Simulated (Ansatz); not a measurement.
The cluster B₂P₂⁺, relaxed as a doublet with UKS PBE-D4/def2-TZVP in Ansatz, starting from the GFN1-xTB geometry. Force threshold 0.02 eV/Å.

The relaxation made no stability test and no search for a lower SCF solution. Another isomer (doublet) lies 0.53 eV lower at PBE0-D4/def2-TZVP; other spin states weren't run for this one.

Start:

```xyz
4

B     0.3096   -0.8741   -0.7416
B    -0.9588    0.0018   -0.7011
P    -0.5661    1.0521    0.7491
P     1.2153   -0.1798    0.6935
```

(1) Estimate the energy that the relaxation releases and the steps that it takes.

(2) Does the start keep its bonding?

(3) Predict the relaxed structure.

Results:

(1) 12.5 kcal/mol, in 23 steps; 26 s on 4 threads of Arm Neoverse V2 on a shared host. The force fell under the threshold at step 10, but the optimiser went on and released 0.245 eV more. No frequencies were taken in this run, so the end may be a saddle point.

(2) Bonds formed: B1–P3 (atoms count from 1).

(3) 
Cartesian coordinates in Å:
```
B 0.2979 -0.5534 -0.6459
B -1.2200 -0.1572 -0.7384
P -0.4034 1.0068 0.5652
P 1.3255 -0.2963 0.8191
```
Bond lengths: 3 × B–P 1.81 to 2.10 Å; 1 × B–B 1.57 Å; 1 × P–P 2.18 Å.
